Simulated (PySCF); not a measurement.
Precursor series Y F-NH2. Gas-phase values, no solvent. One relaxed conformer stands for each flexible species; it need not be the lowest.

All values below come from B3LYP-D3(BJ)/def2-TZVP // r2SCAN-D4/def2-SVP (PySCF). B3LYP has the VWN-RPA correlation part, as in Gaussian. 

```tsv
species	mean distance from the central atom to its bonded neighbours (Å)	coordination number	HOMO (eV)	LUMO (eV)
0 of 3 F replaced by NH2	2.000	3	-10.24	-2.79
1 of 3 F replaced by NH2 ([Y(F)2(NH2)])	2.052	3	-6.94	-2.26
2 of 3 F replaced by NH2 ([Y(F)(NH2)2])	2.105	3	-6.48	-1.83
```
